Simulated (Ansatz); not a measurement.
`CB[NH][GaH2]` → `B[NH][GaH2]` + `[CH2]` (triplet) at 700 K and 1 bar (formal loss of a carbene).

Calculated with Ansatz (gas phase, PBE0-D4/def2-TZVP geometries, no zero-point term in ΔE). CBS: MP2 limit from def2 TZ/QZ plus the TZ coupled-cluster correction, frozen cores. This one scheme is used for every species. Triplets are unrestricted, without spin–orbit coupling. For Ga outer-core shells are correlated without core-valence functions, which leaves a few kJ/mol of doubt a bond. Scalar relativity is left out up to krypton. Each species was taken in one conformer, which may not be the lowest.

```tsv
species	CCSD(T)/CBS energy (Eh)	H − E (kJ/mol)	S (J/(mol·K))
`CB[NH][GaH2]`	-2045.75396	287.3	454.2
`B[NH][GaH2]`	-2006.47671	194.1	386.9
`[CH2]` (triplet)	-39.09499	70.4	226.8
```

H − E and S are ideal-gas, rigid-rotor, harmonic terms from PBE0-D4/def2-TZVP, for one conformer and one mirror image of each species, with the whole ground term of open shells counted as degenerate. 1 Eh = 2625.50 kJ/mol, R = 8.31446 J/(mol·K).

Q: By hand: ΔE, ΔH, ΔS and ΔG.

A: ΔE = (-2006.47671) + (-39.09499) − (-2045.75396) = 0.18226 Eh = 478.5 kJ/mol. Δ(H − E) = 194.1 + 70.4 − 287.3 = -22.8, so ΔH = 455.7 kJ/mol. ΔS = 386.9 + 226.8 − 454.2 = 159.5 J/(mol·K). ΔG = 455.7 − 700 × (159.5)/1000 = 344.0 kJ/mol.

Q: By hand: the equilibrium constant, and the temperature at which ΔG would vanish if ΔH and ΔS stayed fixed.

A: log₁₀ K = −ΔG/(RT ln 10) = -25.7. ΔG = 0 at ΔH/ΔS = 2857 K, far beyond where these terms or the molecules hold.

The number of gas molecules changes by +1, which sets the sign of ΔS. A doubt of 5 kJ/mol in ΔE shifts log₁₀ K by 0.4 here. Other conformers and mirror images would add mixing entropy, several J/(mol·K) or more a flexible species. A triplet takes part, so the spin changes. These are equilibria of isolated gas molecules and say nothing of rates. Largest T1 diagnostic: 0.013 (customary marks: 0.02 for closed shells, 0.045 for open ones).
